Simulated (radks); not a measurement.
Nb I, 41 electrons, occupied as [Kr] 4d4 5s1.

Method: scalar-relativistic Kohn-Sham, PBE, spin-polarised, spherical densities, point nucleus; open shells are filled with parallel spins first (spin-orbit coupling, left out, can overturn this in heavy ions); computed with a radial shooting solver on a logarithmic mesh with Libxc functionals.

Energy parts (eV):
part                       energy
total                 -103940.035
kinetic                107020.723
electron-nucleus      -250433.306
Hartree                 42705.490
exchange-correlation    -3232.941

Orbitals (lengths in bohr, moments of r in powers of bohr):
orbital,occ.,eigenvalue (eV),<1/r>
1s up,1,-18807.92,42.40
1s down,1,-18807.92,42.40
2s up,1,-2630.350,9.526
2s down,1,-2630.033,9.527
2p up,3,-2348.538,9.272
2p down,3,-2348.303,9.272
3s up,1,-438.3975,3.252
3s down,1,-438.2205,3.252
3p up,3,-346.2963,3.091
3p down,3,-346.0993,3.090
3d up,5,-195.7973,2.854
3d down,5,-195.4961,2.854
4s up,1,-58.6848,1.166
4s down,1,-56.7464,1.178
4p up,3,-34.9523,1.023
4p down,3,-32.7148,1.035
4d up,4,-3.7132,0.6310
5s up,1,-4.4778,0.3549

The highest occupied level is 4d up at -3.713 eV. The density falls to 0.001 e/bohr^3 at r = 4.75 bohr. Spin moment in Bohr magnetons: 5. For comparison, the ionisation energy in NIST's Atomic Spectra Database is 6.759 eV (measured). In exact Kohn-Sham theory the highest level is minus the ionisation energy, but local and semilocal functionals leave it too shallow, through self-interaction and a potential that decays too fast; potentials with the right tail come closer. Summed over all electrons, <r^2> = 57.91 bohr^2, which gives a Langevin (diamagnetic) susceptibility term of -45.9 x 10^-6 cm^3/mol.
